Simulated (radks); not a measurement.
The numbers below are computed, except where a source is named.
Pb+, 81 electrons, occupied as [Hg] 6p1 (the NIST ground configuration). Level of theory: Dirac Kohn-Sham, BLYP, spin-unpolarised, spherical densities, point nucleus; open shells fill j = l - 1/2 first (a radial shooting solver on a logarithmic mesh with Libxc functionals). Some entries of the table are withheld. Estimate them.

| orbital | occ. | eigenvalue (eV) | <r> (bohr) |
|---|---|---|---|
| 1s1/2 | 2 | -87996.68 | 0.01604 |
| 2s1/2 | 2 | -15731.01 | 0.06689 |
| 2p1/2 | 2 | -15105.77 | 0.05487 |
| 2p3/2 | 4 | -12915.20 | 0.06379 |
| 3s1/2 | 2 | -3780.830 | (1) |
| 3p1/2 | 2 | -3499.066 | 0.1644 |
| 3p3/2 | 4 | -3010.322 | 0.1807 |
| 3d3/2 | 4 | -2547.864 | 0.1570 |
| 3d5/2 | 6 | -2443.881 | 0.1619 |
| 4s1/2 | 2 | -861.0867 | 0.3841 |
| 4p1/2 | 2 | (2) | 0.3853 |
| 4p3/2 | 4 | (3) | 0.4199 |
| 4d3/2 | 4 | (4) | 0.4246 |
| 4d5/2 | 6 | (5) | 0.4357 |
| 5s1/2 | 2 | -150.7824 | 0.8538 |
| 4f5/2 | 6 | -142.2252 | 0.4509 |
| 4f7/2 | 8 | -137.1936 | 0.4572 |
| 5p1/2 | 2 | -109.1970 | 0.9125 |
| 5p3/2 | 4 | -86.7796 | 1.005 |
| 5d3/2 | 4 | -29.6543 | 1.277 |
| 5d5/2 | 6 | -27.0636 | 1.325 |
| 6s1/2 | 2 | -18.7840 | 2.261 |
| 6p1/2 | 1 | (6) | 2.798 |
| 6p3/2 | 0 | (7) | 3.152 |

Answer. 
(1) 3s1/2 <r> (bohr): 0.1739
(2) 4p1/2 eigenvalue (eV): -739.2217
(3) 4p3/2 eigenvalue (eV): -619.5487
(4) 4d3/2 eigenvalue (eV): -421.2603
(5) 4d5/2 eigenvalue (eV): -398.9349
(6) 6p1/2 eigenvalue (eV): -10.9280
(7) 6p3/2 eigenvalue (eV): -9.1334
